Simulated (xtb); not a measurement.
Si(H)3(NH2) (H₅NSi), SMILES [SiH3]N. All values are semi-empirical tight-binding results from xtb (GFN2-xTB unless named), good for trends rather than for accurate numbers. Coordinates come from a GFN2-xTB optimisation.

Optimised geometry:

```xyz
7

Si    -0.5808     0.0023     0.0000
N      1.1408    -0.0683     0.0000
H     -0.9861    -0.6906     1.2203
H     -0.9861    -0.6906    -1.2203
H     -1.1558     1.3573     0.0000
H      1.6369     0.2354     0.8224
H      1.6369     0.2354    -0.8224
```
Charge 0, spin multiplicity 1.

Computed properties:
```
Property                                       Result
--------------------------------------  -------------
point group as xtb finds it                        Cs
orbital gap                                   5.90 eV
dipole moment                                  1.27 D
zero-point energy                       30.4 kcal/mol
G − E(el) at 298.15 K (modified RRHO)   15.0 kcal/mol
static polarisability (D4 model)           42.7 bohr³
solvation energy, GFN2-xTB/ALPB(water)  -1.6 kcal/mol
solvation energy, GFN2-xTB/ALPB(dmf)    -2.9 kcal/mol
```

Computed atomic charges and the Wiberg bond orders between heavy atoms:
charges (e) Si1 0.46, N2 -0.41, H3 -0.11, H4 -0.11, H5 -0.11, H6 0.14, H7 0.14. Bond orders Si1–N2 1.15.
